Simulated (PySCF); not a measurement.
C3H5BO2, SMILES OB1C=COC1. Atoms are numbered in the order given.

```xyz
11

O     -0.1473     2.1862     0.0000
B     -0.0990     0.8265     0.0000
C     -1.2641    -0.1648     0.0000
C     -0.6812    -1.3922     0.0000
O      0.6607    -1.4660     0.0000
C      1.1944    -0.1199     0.0000
H      0.7170     2.6140     0.0000
H     -2.3460    -0.0359     0.0000
H     -1.1597    -2.3773     0.0000
H      1.8409    -0.0167    -0.8889
H      1.8409    -0.0167     0.8889
```

Geometry optimised at B3LYP-D3(BJ)/def2-SVP. The structure was generated by enumeration, and PubChem lists no compound with its InChIKey, so it may never have been made. One conformer was computed; it need not be the lowest.

These are M06-2X/def2-TZVP (PySCF) values and carry that method's errors.

Symmetry labels are those of the subgroup Cs that the program uses (full group Cs).

Computed valence orbital energies around the gap with their symmetry:
| orbital | symmetry | energy (eV) |
|---|---|---|
| HOMO−7 | A' | -14.25 |
| HOMO−6 | A' | -13.36 |
| HOMO−5 | A" | -12.16 |
| HOMO−4 | A' | -12.10 |
| HOMO−3 | A' | -11.98 |
| HOMO−2 | A" | -11.43 |
| HOMO−1 | A' | -9.68 |
| HOMO | A" | -8.07 |
| LUMO | A" | 0.43 |
| LUMO+1 | A' | 1.14 |
| LUMO+2 | A' | 2.02 |
| LUMO+3 | A' | 2.85 |
